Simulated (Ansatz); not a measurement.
A nudged elastic band was laid between two geometries of CH$_{11}$AlOSi$_{3}$ (17 atoms, charge 0, multiplicity 1).

All numbers below come from RKS PBE0-D4/STO-3G (Ansatz).

```yaml
movable_images: 7
climbing_image: yes
spring: 5.0 eV/Å²
optimiser: quadratic models (default)
start_path: IDPP
force_threshold: 0.05 eV/Å
iteration_limit: 24
end_points: relaxed
```

First end point:

```xyz
17
Properties=species:S:1:pos:R:3
Al -2.359 -0.768 1.431
O -1.378 0.152 0.435
Si -0.096 -0.438 -0.491
Si 0.894 -2.340 0.235
C 1.159 0.954 -0.598
Si 0.371 2.647 -0.682
H -3.495 -0.043 2.074
H -2.042 -2.219 1.627
H -0.592 -0.666 -1.838
H 2.171 -2.509 -0.419
H 1.140 -2.305 1.658
H 0.104 -3.515 -0.047
H 1.781 0.801 -1.486
H 1.837 0.924 0.260
H -0.631 2.690 -1.720
H -0.250 2.983 0.577
H 1.366 3.652 -0.974
```

Last end point:

```xyz
17
Properties=species:S:1:pos:R:3
Al -2.607 -0.901 0.729
O -1.465 0.109 0.040
Si 0.033 -0.371 -0.571
Si 0.839 -2.368 0.129
C 1.244 1.002 -0.155
Si 0.479 2.707 -0.235
H -3.893 -0.254 1.124
H -2.278 -2.351 0.915
H -0.081 -0.409 -2.020
H 2.229 -2.489 -0.246
H 0.767 -2.505 1.565
H 0.134 -3.483 -0.458
H 2.086 0.951 -0.852
H 1.664 0.851 0.844
H -0.471 2.888 0.835
H 1.498 3.722 -0.108
H -0.197 2.901 -1.495
```

(1) What changes between the two ends?

(2) What energy profile does the band end with?

(3) What is the geometry of the highest image?

(4) What are the harmonic wavenumbers there?

The band took 13 iterations and of the order of 10 core-minutes.

## Answers

(1) No bond is made or broken. The dihedral Si3–C5–Si6–H15 goes from -51 to 69°.

(2) The run converged. The highest image is number 4 of 0 to 8, 1.4 kcal/mol above the ends, which have the same energy within 2 meV. A vibrational analysis at the climbing image gives one clearly imaginary mode, 125i cm⁻¹: a first-order saddle point. Limits of this set-up: minimal basis.

```tsv
image	path coordinate (Å)	energy (kcal/mol)	dihedral Si3–C5–Si6–H15 (°)
0	0.00	0.0	-51
1	0.67	0.0	-48
2	1.33	0.5	-31
3	2.00	1.2	-13
4	2.66	1.4	6
5	3.46	1.0	29
6	4.26	0.3	50
7	5.07	0.1	64
8	5.87	0.0	69
```

(3) 
```xyz
17
Properties=species:S:1:pos:R:3
Al -2.590 -1.012 0.943
O -1.487 0.072 0.304
Si -0.042 -0.355 -0.457
Si 0.868 -2.341 0.138
C 1.176 1.032 -0.120
Si 0.526 2.748 -0.510
H -3.851 -0.418 1.481
H -2.251 -2.471 0.963
H -0.280 -0.375 -1.891
H 2.245 -2.397 -0.293
H 0.858 -2.528 1.570
H 0.183 -3.464 -0.457
H 2.083 0.850 -0.705
H 1.483 0.998 0.929
H -0.870 2.716 -0.875
H 0.671 3.619 0.632
H 1.260 3.324 -1.612
```

(4) 125i, 6, 50, 98, 109, 134, 186, 205, 276, 290, 514, 591, 605, 632, 651, 674, 687, 709, 815, 839, 912, 938, 957, 989, 1056, 1088, 1119, 1134, 1138, 1139, 1140, 1242, 1315, 1690, 2501, 2558, 2628, 2671, 2680, 2724, 2728, 2731, 2732, 3395, 3505 cm⁻¹.

The run took 9.6 min on 1 CPU thread of a shared host.
